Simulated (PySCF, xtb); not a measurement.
CHO₂, SMILES O=C=[OH+], charge +1.

xtb with GFN2-xTB at its own geometry gives an orbital gap of 7.97 eV.

The structure is a stationary point at B3LYP-D3(BJ)/def2-TZVP. The isomer is the one that the SMILES or the coordinates give; other isomers of the formula were not compared.

What does B3LYP/def2-TZVPD (PySCF) give? (Estimate from the structure and the level; the computed values follow.)

gap 10.43 eV (levels -19.30 and -8.87 eV).
